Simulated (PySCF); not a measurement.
**SbO2I, singlet: computed properties**

Computed with PBE/[Sb def2-SVP with ECP28, O def2-SVP, I def2-SVP with ECP28], scalar-relativistic core potentials, density fitting, no spin–orbit coupling, PySCF.

The structure is a minimum.

```
Point group                                                                   : C2v
Bond lengths                                                                  : Sb–I 2.734 Å, Sb–O 1.848 Å (×2)
Bond angles                                                                   : I–Sb–O 112.8° (×2), O–Sb–O 134.4°
Rotational constants                                                          : 0.1815, 0.02859, 0.0247 cm⁻¹
Lowest empty level                                                            : -5.03 eV
Heat capacity Cp at 298.15 K                                                  : 70.4 J/(mol K)
Atomisation energy without zero-point energy                                  : 957 kJ/mol
Rotational symmetry number                                                    : 2
Enthalpy at 298.15 K above 0 K                                                : 17.03 kJ/mol
Principal quadrupole moments (Buckingham, traceless) about the centre of mass : -9.57, 1.27, 8.29 D Å
Dipole moment                                                                 : 2.05 D
Principal polarisabilities                                                    : 37.7, 61.0, 103.2 bohr³
Zero-point energy                                                             : 13.3 kJ/mol
Highest occupied level                                                        : -7.05 eV
Entropy at 298.15 K and 1 bar                                                 : 340.9 J/(mol K)
```

Harmonic modes (masses in u: Sb 120.904, O 15.995, I 126.904):
```
symmetry  ω (cm⁻¹)  IR (km/mol)     type
      b2       118          2.7     bend
      b1       125         17.8     bend
      a1       162          3.7     bend
      a1       213         65.7     bend
      a1       771         33.1  stretch
      b2       835         31.1  stretch
```

In C2v the vibrations span 2b2 + b1 + 3a1. Here b1 is antisymmetric to the molecular plane and b2 lies in it.

Charges (e):
| atom | Mulliken | Löwdin | polar tensor | Mayer order to Sb1 |
| --- | --- | --- | --- | --- |
| Sb1 | 0.91 | 0.74 | 1.28 | – |
| O2,3 | -0.41 | -0.37 | -0.49 | 1.72 |
| I4 | -0.09 | 0.00 | -0.30 | 0.87 |

Mulliken populations on Sb1 (electrons outside its core potential): s 3.49, p 8.19, d 10.42.

Outer orbital energies (eV). occupied: -9.79, -9.55, -8.87, -7.56, -7.49, -7.45, -7.40, -7.05; empty: -5.03, -3.93, -1.28, 0.22.

Counting electrons, antimony keeps none of its valence electrons outside its bonds, so the VSEPR class is AX3 and the expected shape is trigonal planar; with unlike ligands the computed point group is C2v.

Only a few start shapes were tried, so a lower isomer may exist.

The final relaxation and frequency run took 74 s on 2 threads of a shared Intel Xeon Platinum 8259CL @ 2.50GHz (Skylake/Cascade Lake) host, with 80 basis functions and 15 gradients; the process peaked at 0.84 GiB. Launch command: `OMP_NUM_THREADS=2 python axn.py task.json out`.
